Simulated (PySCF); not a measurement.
C₂H₃O, charge +1, singlet, geometry from GFN2-xTB. Base run: B3LYP/6-31G run with PySCF.

The PySCF input:
```python
from pyscf import gto, scf, dft

mol = gto.M(
    atom='''
C    -0.011662   -0.089453   -1.265135
C    -0.007575   -0.000083   -0.007408
H     0.048658    0.768160   -1.928123
H    -0.057038   -1.033270   -1.799776
O     0.100241    0.079345    1.196210
H    -0.678127    0.167568    1.793477
''',
    basis='6-31g',
    charge=1,
    spin=0,
    verbose=5,
)

mf = dft.RKS(mol)
mf.xc = 'b3lyp'
mf.kernel()
```

The base run was repeated with changes; each row names its change, and settings that it needs were set with it.

| change | ΔE vs base (µEh) | fitting functions |
|---|---|---|
| base | 0.0 | - |
| auxbasis = cc-pvqz-jkfit | -13.6 | 471 |
| auxbasis = cc-pvdz-jkfit | -8.6 | 279 |
| auxbasis = even-tempered beta=1.6 | … | … |
| auxbasis = even-tempered beta=2.0 | -2361 | 249 |
| auxbasis = def2-universal-jfit | 151 | 180 |
| auxbasis = autoaux | … | … |
| auxbasis = def2-tzvp-ri | -110 | 273 |
| auxbasis = even-tempered beta=3.0 | … | … |
| exchange = seminumerical (SGX) (with mf = sgx.sgx_fit(mf, auxbasis='def2-universal-jfit'); with mf.with_df.dfj = True) | -75.7 | 180 |

Question: What belongs in the gaps?

Answer: 
- auxbasis = even-tempered beta=1.6, ΔE vs base (µEh): -2191
- auxbasis = even-tempered beta=1.6, fitting functions: 367
- auxbasis = autoaux, ΔE vs base (µEh): -2286
- auxbasis = autoaux, fitting functions: 271
- auxbasis = even-tempered beta=3.0, ΔE vs base (µEh): -3261
- auxbasis = even-tempered beta=3.0, fitting functions: 166

A fitting set is made for a task (jfit for Coulomb, jkfit for Coulomb and exchange, ri for correlation) and for a family of orbital bases.
